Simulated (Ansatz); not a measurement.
`C[NH][In]([Cl])[Cl]` + H₂ → `[Cl][InH][Cl]` + CH₃NH₂ at 298.15 K and 1 bar (hydrogenolysis of the In–N bond).

Calculated with Ansatz (gas phase, PBE0-D4/def2-TZVP geometries, no zero-point term in ΔE). CCSD(T)/CBS is the MP2 limit (def2-TZVPP, def2-QZVPP) plus CCSD(T) − MP2 in def2-TZVPP, frozen cores. This one scheme is used for every species. Elements past krypton have def2 core potentials. For In outer-core shells are correlated without core-valence functions, which leaves a few kJ/mol of doubt a bond. Each species was taken in one conformer, which may not be the lowest.

```
              species  CCSD(T)/CBS energy (Eh)  H − E (kJ/mol)  S (J/(mol·K))
`C[NH][In]([Cl])[Cl]`              -1204.63611           170.5          397.6
                   H₂                 -1.17544            35.1          130.4
      `[Cl][InH][Cl]`              -1110.06218            36.6          313.4
               CH₃NH₂                -95.75281           180.0          240.4
```

H − E and S are ideal-gas, rigid-rotor, harmonic terms from PBE0-D4/def2-TZVP, for one conformer and one mirror image of each species. The MP2-based limit puts H₂ 0.8 mEh under its directly extrapolated value; such offsets cancel only in part. 1 Eh = 2625.50 kJ/mol, R = 8.31446 J/(mol·K).

Problem. By hand: ΔE, ΔH, ΔS and ΔG.

Solution. ΔE = (-1110.06218) + (-95.75281) − (-1204.63611) − (-1.17544) = -0.00344 Eh = -9.0 kJ/mol. Δ(H − E) = 36.6 + 180.0 − 170.5 − 35.1 = 11.0, so ΔH = 2.0 kJ/mol. ΔS = 313.4 + 240.4 − 397.6 − 130.4 = 25.8 J/(mol·K). ΔG = 2.0 − 298.15 × (25.8)/1000 = -5.7 kJ/mol.

Problem. By hand: the equilibrium constant, and the temperature at which ΔG would vanish if ΔH and ΔS stayed fixed.

Solution. log₁₀ K = −ΔG/(RT ln 10) = 1.0. ΔG = 0 at ΔH/ΔS = 78 K, though so small a ΔH makes that figure unsure.

TΔS isn't small against ΔH here. The sign of ΔG lies within the doubt. A doubt of 5 kJ/mol in ΔE shifts log₁₀ K by 0.9 here. Other conformers and mirror images would add mixing entropy, several J/(mol·K) or more a flexible species. These are equilibria of isolated gas molecules and say nothing of rates. Largest T1 diagnostic: 0.013 (customary marks: 0.02 for closed shells, 0.045 for open ones).
